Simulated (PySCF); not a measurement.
Compound: C5H4O3.
Z-matrix (Å and degrees, GFN2-xTB geometry), rows numbered from 1:
```
O 
C   1  1.2083
C   2  1.4538  1  124.74
C   3  1.3416  2  122.50  1     0.05
O   4  1.3495  3  125.18  2   179.96
C   5  1.3996  4  112.66  3    -0.02
C   6  1.3216  5  123.05  4     0.03
O   7  1.3755  6  124.58  5    -0.00
H   2  1.1036  1  122.34  3  -179.91
H   4  1.0789  3  120.84  2    -0.01
H   6  1.0737  5  112.42  4  -179.97
H   7  1.0763  6  123.30  5  -179.99
```

The calculation used PBE0/pcSseg-1 in PySCF (dipole) on a GFN2-xTB geometry, gas phase.

Masses are those of the commonest isotopes; rigid-rotor values at the optimised geometry. The values belong to one conformer with, in the numbering `[O:1]=[CH:2][C:3]1=[CH:4][O:5][CH:6]=[CH:7][O:8]1`, O1–C2–C3–C4 0°.

Task: Give the principal moments of inertia and the rotational constants in MHz.

Result: Ia = 99.12, Ib = 309.75, Ic = 408.87 u·Å²; 505379 MHz·u·Å²/I gives A = 5099, B = 1632, C = 1236 MHz.

Task: Classify the top.

Result: An asymmetric top. Ray's parameter κ = (2B − A − C)/(A − C) = -0.795; −1 is the prolate and +1 the oblate limit.

Task: What does the inertial defect say?

Result: Planar: Δ = Ic − Ia − Ib = 0.00 u·Å². For a rigid frame Δ = −2 Σ m c², so it vanishes when all atoms lie in the ab plane; here none is more than 0.01 Å from it.

Task: List the rotational levels J(Ka,Kc) to J = 4 (MHz).

Result: Above 0(0,0):
J = 1: 1(0,1) 2868, 1(1,1) 6335, 1(1,0) 6730
J = 2: 2(0,2) 8571, 2(1,2) 11674, 2(1,1) 12861, 2(2,1) 23262, 2(2,0) 23294
J = 3: 3(0,3) 17047, 3(1,3) 19665, 3(1,2) 22036, 3(2,2) 31865, 3(2,1) 32024, 3(3,1) 50209, 3(3,0) 50211
J = 4: 4(0,4) 28210, 4(1,4) 30285, 4(1,3) 34229, 4(2,3) 43311, 4(2,2) 43777, 4(3,2) 61739, 4(3,1) 61750, 4(4,1) 87339, 4(4,0) 87339

Task: Which types of transition are allowed, and where do some lines up to J = 2 fall?

Result: The dipole components are |μa| = 3.30 D, |μb| = 1.00 D, |μc| = 0.00 D; the mirror of this Cs structure is the ab plane, so μc vanishes by symmetry and there are no c-type lines. The squared components, which scale the intensities, stand as 1.00 : 0.09 (a : b). Some lines, for components of 0.1 D or more:

```tsv
type	branch	J(Ka,Kc)	MHz	lower level (cm⁻¹)
a	Q	1(1,0) ← 1(1,1)	396	0.211
a	Q	2(1,1) ← 2(1,2)	1187	0.389
b	R	2(0,2) ← 1(1,1)	2236	0.211
a	R	1(0,1) ← 0(0,0)	2868	0.000
b	Q	1(1,0) ← 1(0,1)	3863	0.096
b	Q	2(1,1) ← 2(0,2)	4290	0.286
a	R	2(1,2) ← 1(1,1)	5340	0.211
a	R	2(0,2) ← 1(0,1)	5703	0.096
a	R	2(1,1) ← 1(1,0)	6131	0.224
b	R	1(1,1) ← 0(0,0)	6335	0.000
b	R	2(1,2) ← 1(0,1)	8807	0.096
b	Q	2(2,0) ← 2(1,1)	10433	0.429
b	Q	2(2,1) ← 2(1,2)	11588	0.389
b	R	2(2,1) ← 1(1,0)	16532	0.224
b	R	2(2,0) ← 1(1,1)	16960	0.211
```

Task: Estimate the classical rotational partition function at 25 K, 50 K and 298.15 K.

Result: Point group Cs, symmetry number σ = 1; q = (√π/σ)·√((kT/h)³/(ABC)), k/h = 20836.6 MHz/K: 6570 at 25 K, 18600 at 50 K, 271000 at 298.15 K.

Not checked by GFN2-xTB frequencies. Constants of a rigid frame at the computed geometry: no zero-point averaging, no centrifugal distortion.
